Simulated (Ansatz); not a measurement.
`[CH3][Ta]([CH3])(=[O])[OH]`. Total charge 0; spin multiplicity 1. Correlated methods include outer-core shells of Ta, which these sets cover unevenly. Ta takes the def2 core potential.

Cartesian coordinates in Å:
```
C 0.4914 1.5450 -0.8888
Ta 0.1250 0.1241 0.6964
C -0.0356 -1.8389 -0.1906
O 1.5386 0.1048 1.6698
O -1.3875 0.5800 1.7638
H -0.3841 1.6767 -1.5347
H 1.3179 1.1739 -1.5080
H 0.7922 2.5267 -0.5114
H -0.9504 -1.9497 -0.7837
H -0.0081 -2.6397 0.5540
H 0.8224 -1.9929 -0.8572
H -2.3217 0.6899 1.5905
```

(1) Give the diagnostics of a CCSD(T)/def2-TZVPP run (frozen core, Ansatz 0.2.0). (Best estimate.)

Results:

(1) The calculation gave: T1 = 0.0194, largest single amplitude 0.040, largest double 0.043, (T) share of the correlation energy 4.5 %, 12 CCSD cycles. The RHF solution is stable towards an unrestricted one. T1 lies under the customary mark of 0.02 for closed shells.
